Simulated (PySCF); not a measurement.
# Broadened absorption spectrum of C4H9FSSi2

Species: C4H9FSSi2.
Geometry (GFN2-xTB, Å), atoms numbered from 1 in this order:
```xyz
17
C4H9FSSi2 angstrom
C      2.6976    0.5903    0.8137
S      2.2744   -1.0124    1.5674
Si     0.8411   -1.7221    0.1315
C     -0.6067   -0.5320    0.0824
C     -1.5807   -0.4417   -0.8409
C     -2.5024    0.6575   -0.3869
Si    -1.3604    0.8578    1.1453
F     -0.5428    2.2547    1.1505
H      1.8135    1.2178    0.7654
H      3.4457    1.0504    1.4502
H      3.1057    0.4274   -0.1792
H      0.4734   -3.0333    0.6464
H      1.5126   -1.7919   -1.1676
H     -1.7033   -1.0232   -1.7418
H     -2.5454    1.4932   -1.0852
H     -3.5250    0.3213   -0.2234
H     -1.8043    0.6983    2.5116
```

Method: TDDFT B3LYP/def2-SVPD, vertical, gas phase, core orbitals frozen in the response (PySCF).

Computed states:

```json
{"state": "S1", "E (eV)": "4.36", "f": "0.0009"}
{"state": "S2", "E (eV)": "5.35", "f": "0.0009"}
{"state": "S3", "E (eV)": "5.54", "f": "0.0059"}
{"state": "S4", "E (eV)": "5.74", "f": "0.0007"}
{"state": "S5", "E (eV)": "5.92", "f": "0.020"}
{"state": "S6", "E (eV)": "6.01", "f": "0.018"}
{"state": "S7", "E (eV)": "6.11", "f": "0.094"}
{"state": "S8", "E (eV)": "6.12", "f": "0.013"}
```

Broadening: Gaussians 0.3 eV wide at half height, area fixed by f = 4.319×10⁻⁹ ∫ε dν̃. The width is an assumption, not a result. The curve ends short of the highest state used, and states not computed would add to its high-energy end.

Question: What does the envelope look like, and where are its maxima?

Answer: 
λ (nm), ε (L mol⁻¹ cm⁻¹) and a bar:
```
    224.5        585 ##############################
    228.5        420 ######################
    232.6        214 ###########
    236.6         89 #####
    240.6         30 ##
    244.6          8 
    248.6          2 
    252.6          0 
    256.6          0 
    260.7          1 
    264.7          3 
    268.7         12 #
    272.7         29 #
    276.7         54 ###
    280.7         76 ####
    284.8         82 ####
    288.8         71 ####
    292.8         50 ###
    296.8         29 #
    300.8         14 #
    304.8          6 
    308.9          2 
    312.9          1 
    316.9          0
```

Maxima: 284 nm (4.36 eV), ε about 83, made up of S1 (100%) (ε in L mol⁻¹ cm⁻¹; maxima over ε = 5, shares over 10%). At its high-energy end, 5.52 eV, the curve is still rising (ε about 580, from S3).

Question: Coming from long wavelengths, where does ε first pass 100 L mol⁻¹ cm⁻¹?

Answer: At about 236 nm (5.25 eV), 0.89 eV above S1.

Question: On this curve, what absorbance would a 10⁻³ mol/L sample give at 308 nm over a 1 cm path?

Answer: 308 nm is 4.025 eV, where ε is about 2.5 L mol⁻¹ cm⁻¹, so A = ε c l ≈ 0.0025 (Beer–Lambert, with the gas-phase spectrum and the assumed width).

Question: What would ε be at 4.36 eV, the highest of these maxima, with half the width (0.15 eV)?

Answer: About 165 L mol⁻¹ cm⁻¹ against 82.7, a factor of about 2.00; a lone state at its own centre would give exactly 2.

One conformer stands for the species.
